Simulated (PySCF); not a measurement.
PySCF job for VO₃, SMILES [O]=[V](=[O])=[O] (connectivity only; charge and spin as stated), neutral, multiplicity 2, TDA-LC-ωPBE/def2-SVPD. Geometry: B3LYP-D3(BJ)/def2-SVP. The spin state was assumed, not searched.

```python
import numpy as np
from pyscf import gto, scf, dft, tdscf

mol = gto.M(
    atom='''
    V     0.03695477    0.24842160    0.00000000
    O     0.77067509   -0.24875755    1.31748546
    O    -1.64759519   -0.21669701   -0.00000002
    O     0.77067512   -0.24875754   -1.31748545
    ''',
    basis='def2-SVPD',
    charge=0,
    spin=1,
    max_memory=1600,
    verbose=4,
)
mf = dft.UKS(mol, xc='lc_wpbe').density_fit(auxbasis='def2-universal-jkfit')
mf.grids.level = 3
mf.conv_tol = 1e-9
mf.max_cycle = 100
mf.kernel()
fine, coarse = mf.grids, dft.Grids(mol).set(level=1).build(with_non0tab=True)
for _ in range(3):  # follow internal instabilities
    mf.grids = coarse
    mo, _, stable, _ = mf.stability(return_status=True, nroots=4)
    mf.grids = fine
    if stable:
        break
    mf.kernel(mf.make_rdm1(mo, mf.mo_occ))
mf.grids = dft.Grids(mol).set(level=1).build(with_non0tab=True)  # coarser grid for the response kernel
td = tdscf.TDA(mf)
td.nstates = 10
td.conv_tol = 1e-4
td.positive_eig_threshold = 1e-6
td.kernel(x0=td.get_init_guess(mf, 15))
td.analyze()
```

Program output:

```
PySCF version 2.14.0

[INPUT] verbose = 4
[INPUT] num. atoms = 4
[INPUT] num. electrons = 47
[INPUT] charge = 0
[INPUT] spin (= nelec alpha-beta = 2S) = 1
[INPUT] symmetry False subgroup None
[INPUT] Mole.unit = angstrom
[INPUT] Symbol           X                Y                Z      unit          X                Y                Z       unit  Magmom
[INPUT]  1 V      0.036954770000   0.248421600000   0.000000000000 AA    0.069834394296   0.469448787426   0.000000000000 Bohr   0.0
[INPUT]  2 O      0.770675090000  -0.248757550000   1.317485460000 AA    1.456364851125  -0.470083640918   2.489686692497 Bohr   0.0
[INPUT]  3 O     -1.647595190000  -0.216697010000  -0.000000020000 AA   -3.113503673251  -0.409498000912  -0.000000037795 Bohr   0.0
[INPUT]  4 O      0.770675120000  -0.248757540000  -1.317485450000 AA    1.456364907816  -0.470083622021  -2.489686673599 Bohr   0.0

nuclear repulsion = 215.804986875506
number of shells = 39
number of NR pGTOs = 175
number of NR cGTOs = 103
basis = def2-SVPD
ecp = {}


[settings echo left out]
init E= -1168.4777553463
  alpha nocc = 24  HOMO = -0.491633057584895  LUMO = -0.231091201611381
  beta  nocc = 23  HOMO = -0.508475407846387  LUMO = -0.491633057584894

WARN: HOMO -0.491633057584895 >= LUMO -0.491633057584894

cycle= 1 E= -1168.47680969933  delta_E= 0.000946  |g|= 1.15  |ddm|= 2.37
  alpha nocc = 24  HOMO = -0.28654657744458  LUMO = -0.21787304476677
  beta  nocc = 23  HOMO = -0.29703190047968  LUMO = -0.268383417242289
  HOMO = -0.286546577445  LUMO = -0.268383417242  gap/eV = 0.49424
cycle= 2 E= -1158.78108785349  delta_E=  9.7  |g|= 5.62  |ddm|=  2.7
  alpha nocc = 24  HOMO = -0.394623016418014  LUMO = -0.0783848310787407
  beta  nocc = 23  HOMO = -0.370578068023361  LUMO = -0.111227731298303
  HOMO = -0.370578068023  LUMO = -0.111227731298  gap/eV = 7.05728
cycle= 3 E= -1168.91382429315  delta_E= -10.1  |g|= 0.627  |ddm|= 2.08
  alpha nocc = 24  HOMO = -0.433476867109815  LUMO = -0.0921124767097452
  beta  nocc = 23  HOMO = -0.421119294366254  LUMO = -0.181456115106494
  HOMO = -0.421119294366  LUMO = -0.181456115106  gap/eV = 6.52157
cycle= 4 E= -1169.00478487341  delta_E= -0.091  |g|= 0.321  |ddm|= 0.33
  alpha nocc = 24  HOMO = -0.456058600402192  LUMO = -0.0873023066309049
  beta  nocc = 23  HOMO = -0.435156994528689  LUMO = -0.14570494227682
  HOMO = -0.435156994529  LUMO = -0.145704942277  gap/eV = 7.87639
cycle= 5 E= -1169.03532012131  delta_E= -0.0305  |g|= 0.151  |ddm|= 0.147
  alpha nocc = 24  HOMO = -0.447179092534248  LUMO = -0.0700069614872469
  beta  nocc = 23  HOMO = -0.428929714122019  LUMO = -0.134976854307252
  HOMO = -0.428929714122  LUMO = -0.134976854307  gap/eV = 7.99886
cycle= 6 E= -1169.04333912307  delta_E= -0.00802  |g|= 0.0598  |ddm|= 0.0699
  alpha nocc = 24  HOMO = -0.451265542648273  LUMO = -0.0677754058356155
  beta  nocc = 23  HOMO = -0.437339091230246  LUMO = -0.126340365485625
  HOMO = -0.43733909123  LUMO = -0.126340365486  gap/eV = 8.46271
cycle= 7 E= -1169.04630881228  delta_E= -0.00297  |g|= 0.0194  |ddm|= 0.077
  alpha nocc = 24  HOMO = -0.447849872398875  LUMO = -0.0682282919310806
  beta  nocc = 23  HOMO = -0.437803459958919  LUMO = -0.120751229525614
  HOMO = -0.437803459959  LUMO = -0.120751229526  gap/eV = 8.62743
cycle= 8 E= -1169.04726657221  delta_E= -0.000958  |g|= 0.00912  |ddm|= 0.0553
  alpha nocc = 24  HOMO = -0.445775448355348  LUMO = -0.0686560785054882
  beta  nocc = 23  HOMO = -0.438497216698824  LUMO = -0.117852043194783
  HOMO = -0.438497216699  LUMO = -0.117852043195  gap/eV = 8.72520
cycle= 9 E= -1169.047564989  delta_E= -0.000298  |g|= 0.00449  |ddm|= 0.0331
  alpha nocc = 24  HOMO = -0.445222030214965  LUMO = -0.0683741034191545
  beta  nocc = 23  HOMO = -0.438886792790092  LUMO = -0.11748448819157
  HOMO = -0.43888679279  LUMO = -0.117484488192  gap/eV = 8.74580
cycle= 10 E= -1169.04764644423  delta_E= -8.15e-05  |g|= 0.00332  |ddm|= 0.0145
  alpha nocc = 24  HOMO = -0.44379686554485  LUMO = -0.0684721938730832
  beta  nocc = 23  HOMO = -0.439247889297048  LUMO = -0.117262143432519
  HOMO = -0.439247889297  LUMO = -0.117262143433  gap/eV = 8.76168
cycle= 11 E= -1169.04771034832  delta_E= -6.39e-05  |g|= 0.000976  |ddm|= 0.0234
  alpha nocc = 24  HOMO = -0.443624531110865  LUMO = -0.0684701807444354
  beta  nocc = 23  HOMO = -0.439288157590017  LUMO = -0.117254321295777
  HOMO = -0.43928815759  LUMO = -0.117254321296  gap/eV = 8.76299
cycle= 12 E= -1169.04771486232  delta_E= -4.51e-06  |g|= 0.000405  |ddm|= 0.00506
  alpha nocc = 24  HOMO = -0.4436188042666  LUMO = -0.0684586540085563
  beta  nocc = 23  HOMO = -0.439287812616099  LUMO = -0.117246348005862
  HOMO = -0.439287812616  LUMO = -0.117246348006  gap/eV = 8.76319
cycle= 13 E= -1169.04771575542  delta_E= -8.93e-07  |g|= 0.000237  |ddm|= 0.00203
  alpha nocc = 24  HOMO = -0.443614087025805  LUMO = -0.0684701734499482
  beta  nocc = 23  HOMO = -0.439293026910511  LUMO = -0.117249648712559
  HOMO = -0.439293026911  LUMO = -0.117249648713  gap/eV = 8.76325
cycle= 14 E= -1169.04771593704  delta_E= -1.82e-07  |g|= 0.000102  |ddm|= 0.00106
  alpha nocc = 24  HOMO = -0.443605529160287  LUMO = -0.0684558245243285
  beta  nocc = 23  HOMO = -0.4392535328564  LUMO = -0.117246990775385
  HOMO = -0.439253532856  LUMO = -0.117246990775  gap/eV = 8.76224
cycle= 15 E= -1169.0477159746  delta_E= -3.76e-08  |g|= 6.37e-05  |ddm|= 0.00036
  alpha nocc = 24  HOMO = -0.443616478816963  LUMO = -0.0684586201186246
  beta  nocc = 23  HOMO = -0.439256241338205  LUMO = -0.117253117945629
  HOMO = -0.439256241338  LUMO = -0.117253117946  gap/eV = 8.76215
cycle= 16 E= -1169.04771598371  delta_E= -9.11e-09  |g|= 6.06e-05  |ddm|= 0.000171
  alpha nocc = 24  HOMO = -0.443616567737468  LUMO = -0.0684591796174399
  beta  nocc = 23  HOMO = -0.439258885875153  LUMO = -0.11725096215954
  HOMO = -0.439258885875  LUMO = -0.11725096216  gap/eV = 8.76228
cycle= 17 E= -1169.04771598827  delta_E= -4.56e-09  |g|= 2.8e-05  |ddm|= 0.000113
  alpha nocc = 24  HOMO = -0.443611033298834  LUMO = -0.0684551413278762
  beta  nocc = 23  HOMO = -0.439255694911767  LUMO = -0.117248324728355
  HOMO = -0.439255694912  LUMO = -0.117248324728  gap/eV = 8.76227
cycle= 18 E= -1169.04771599065  delta_E= -2.37e-09  |g|= 1.82e-05  |ddm|= 9.63e-05
  alpha nocc = 24  HOMO = -0.443611302882372  LUMO = -0.0684533776673253
  beta  nocc = 23  HOMO = -0.439258741946011  LUMO = -0.117249924492391
  HOMO = -0.439258741946  LUMO = -0.117249924492  gap/eV = 8.76231
cycle= 19 E= -1169.04771597906  delta_E= 1.16e-08  |g|= 1.39e-05  |ddm|= 4.18e-05
  alpha nocc = 24  HOMO = -0.443610609553365  LUMO = -0.0684534811543784
  beta  nocc = 23  HOMO = -0.43925950441283  LUMO = -0.117250036570602
  HOMO = -0.439259504413  LUMO = -0.117250036571  gap/eV = 8.76232
cycle= 20 E= -1169.04771597962  delta_E= -5.64e-10  |g|= 8.81e-06  |ddm|= 3.77e-05
  alpha nocc = 24  HOMO = -0.443609991908841  LUMO = -0.0684518394960221
  beta  nocc = 23  HOMO = -0.439259571042398  LUMO = -0.117250599678962
  HOMO = -0.439259571042  LUMO = -0.117250599679  gap/eV = 8.76231
Extra cycle  E= -1169.04771597985  delta_E= -2.22e-10  |g|= 1.06e-05  |ddm|= 1.88e-05
converged SCF energy = -1169.04771597985  <S^2> = 0.76935939  2S+1 = 2.0192666
tot grids = 23104
uhf_internal: lowest eigs of H = [0.03443006 0.08174695 0.14526268 0.16248233]
<class 'pyscf.df.df_jk.DFUKS'> wavefunction is stable in the internal stability analysis
tot grids = 23104
Overwritten attributes  positive_eig_threshold  of <class 'pyscf.tdscf.uks.TDA'>


******** <class 'pyscf.tdscf.uks.TDA'> for <class 'pyscf.df.df_jk.DFUKS'> ********
nstates = 10
deg_eia_thresh = 1.000e-03
wfnsym = None
conv_tol = 0.0001
eigh lindep = 1e-12
eigh level_shift = 0
eigh max_cycle = 100


Excitation energies (eV)
[0.88591706 1.52752267 2.62844305 3.03360665 3.36710026 3.42268851
 3.66891625 3.79568957 3.80893194 3.82807034]

** Excitation energies and oscillator strengths **
Excited State   1:      0.88592 eV   1399.50 nm  f=0.0002
      16b ->   24b      0.14929
      18b ->   24b     -0.11206
      20b ->   24b     -0.54768
      20b ->   33b     -0.10030
      21b ->   24b      0.16905
      22b ->   24b     -0.76632
Excited State   2:      1.52752 eV    811.67 nm  f=0.0007
      16b ->   24b     -0.26012
      18b ->   24b      0.55367
      18b ->   33b      0.10153
      20b ->   24b     -0.23974
      21b ->   24b      0.69607
      22b ->   24b      0.19113
Excited State   3:      2.62844 eV    471.70 nm  f=0.0029
      23b ->   24b      0.92347
      23b ->   27b     -0.29251
      23b ->   33b     -0.14501
Excited State   4:      3.03361 eV    408.70 nm  f=0.0005
      24a ->   25a      0.28553
      16b ->   24b     -0.12880
      23b ->   25b     -0.90366
      23b ->   28b      0.21553
Excited State   5:      3.36710 eV    368.22 nm  f=0.0011
      24a ->   25a      0.90219
      24a ->   28a     -0.21842
      23b ->   25b      0.27879
      23b ->   26b      0.11603
Excited State   6:      3.42269 eV    362.24 nm  f=0.0039
      19a ->   25a     -0.11522
      21a ->   27a      0.16339
      22a ->   25a      0.15767
      23a ->   25a      0.28811
      18b ->   25b      0.13768
      19b ->   24b      0.18148
      20b ->   25b      0.15405
      21b ->   25b     -0.14419
      22b ->   25b     -0.78498
      22b ->   28b      0.19337
Excited State   7:      3.66892 eV    337.93 nm  f=0.0018
      21a ->   25a      0.27996
      21a ->   28a     -0.11691
      22a ->   27a      0.19721
      23a ->   27a      0.13680
      24a ->   26a     -0.29328
      16b ->   24b      0.15763
      18b ->   24b     -0.36360
      19b ->   25b     -0.24061
      20b ->   24b     -0.38160
      22b ->   24b      0.38652
      22b ->   27b     -0.34768
      22b ->   33b     -0.13576
Excited State   8:      3.79569 eV    326.64 nm  f=0.0000
      24a ->   26a      0.48666
      20b ->   24b     -0.17858
      22b ->   24b      0.11797
      22b ->   27b     -0.12252
      23b ->   26b     -0.78936
Excited State   9:      3.80893 eV    325.51 nm  f=0.0006
      21a ->   27a     -0.12290
      22a ->   25a     -0.30839
      22a ->   28a      0.10853
      23a ->   25a      0.10499
      17b ->   24b      0.14004
      18b ->   25b     -0.15821
      19b ->   24b     -0.29713
      19b ->   27b      0.17664
      20b ->   25b      0.17200
      21b ->   25b      0.68205
      21b ->   28b     -0.19143
      22b ->   25b     -0.24903
      22b ->   26b     -0.20713
Excited State  10:      3.82807 eV    323.88 nm  f=0.0002
      22a ->   27a      0.14946
      24a ->   26a      0.16825
      17b ->   25b      0.18125
      18b ->   24b     -0.36432
      19b ->   25b     -0.20278
      20b ->   24b      0.46242
      21b ->   24b      0.52830
      21b ->   27b     -0.32242
      21b ->   33b     -0.13584
      22b ->   24b     -0.15215
      23b ->   26b     -0.15244

** Transition electric dipole moments (AU) **
state          X           Y           Z        Dip. S.      Osc.
  1        -0.0000     -0.0000      0.0990      0.0098      0.0002
  2         0.0000     -0.0000     -0.1340      0.0180      0.0007
  3        -0.2136     -0.0010     -0.0000      0.0456      0.0029
  4        -0.0000      0.0000     -0.0859      0.0074      0.0005
  5         0.0000     -0.0000      0.1173      0.0138      0.0011
  6         0.2134     -0.0196     -0.0000      0.0459      0.0039
  7        -0.0000      0.0000     -0.1408      0.0198      0.0018
  8        -0.0000     -0.0000      0.0146      0.0002      0.0000
  9        -0.0136     -0.0807     -0.0000      0.0067      0.0006
 10        -0.0000     -0.0000      0.0419      0.0018      0.0002

** Transition velocity dipole moments (imaginary part, AU) **
state          X           Y           Z        Dip. S.      Osc.
  1         0.0000     -0.0000     -0.0225      0.0005      0.0104
  2        -0.0000      0.0000      0.0058      0.0000      0.0004
  3         0.0243     -0.0055     -0.0000      0.0006      0.0043
  4         0.0000     -0.0000      0.0112      0.0001      0.0008
  5        -0.0000      0.0000     -0.0159      0.0003      0.0014
  6        -0.0230      0.0073      0.0000      0.0006      0.0031
  7         0.0000     -0.0000      0.0308      0.0009      0.0047
  8        -0.0000      0.0000      0.0021      0.0000      0.0000
  9        -0.0022      0.0001      0.0000      0.0000      0.0000
 10        -0.0000      0.0000     -0.0036      0.0000      0.0001

** Transition magnetic dipole moments (imaginary part, AU) **
state          X           Y           Z
  1         0.8567      0.0911      0.0000
  2        -0.1097      0.9833     -0.0000
  3        -0.0000     -0.0000      0.4355
  4        -0.2481     -0.1233     -0.0000
  5         0.3556      0.2497     -0.0000
  6        -0.0000     -0.0000     -0.0944
  7         0.2737     -0.2898      0.0000
  8         0.1310     -0.2046      0.0000
  9         0.0000     -0.0000      0.1928
 10        -0.6738      0.3450      0.0000
```

The run converged.

Cost: very roughly 90 core-seconds.
